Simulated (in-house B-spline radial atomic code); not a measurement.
A radial electron density 4πr²n(r) was computed for an atom or ion in its tabulated ground configuration with a B-spline radial code for spherical atoms; method: non-relativistic BHandHLYP, spin-polarised, spherical fractional occupations, exact exchange averaged over the configuration. Columns: r (bohr), 4πr²n(r) (electrons per bohr), bar.

```
  0.0024    1.048 #
 0.00287    1.458 ##
 0.00343    2.016 ##
  0.0041     2.77 ###
  0.0049    3.777 ####
 0.00586     5.11 ######
   0.007    6.826 ########
 0.00836    8.999 ##########
    0.01    11.71 #############
  0.0119    14.86 ################
  0.0143    18.69 #####################
  0.0171    22.76 #########################
  0.0204    26.82 ##############################
  0.0244    30.57 ##################################
  0.0291     33.4 #####################################
  0.0348    34.89 ######################################
  0.0416    34.69 ######################################
  0.0497    32.96 ####################################
  0.0594    30.41 ##################################
   0.071     28.3 ###############################
  0.0849    28.03 ###############################
   0.101    30.23 #################################
   0.121    34.52 ######################################
   0.145     38.7 ###########################################
   0.173    39.94 ############################################
   0.207    36.62 ########################################
   0.247    29.66 #################################
   0.296    22.11 ########################
   0.353    17.95 ####################
   0.422    18.23 ####################
   0.505    20.94 #######################
   0.603    22.38 #########################
   0.721    20.43 #######################
   0.861    15.68 #################
    1.03    10.11 ###########
    1.23    5.599 ######
    1.47    2.674 ###
    1.76      1.1 #
     2.1   0.3953 
    2.51   0.1158 
       3  0.02588
```

(1) Which atom or ion is it?
A. Cu3+
B. Ge4+
C. Cu4+
D. Zn3+

## Answers

(1) A. The area under the curve, ∫4πr²n dr = ∫r·4πr²n d(ln r) on this logarithmic grid, is 26 electrons, which only this option has. The configuration is [Ar] 3d8.
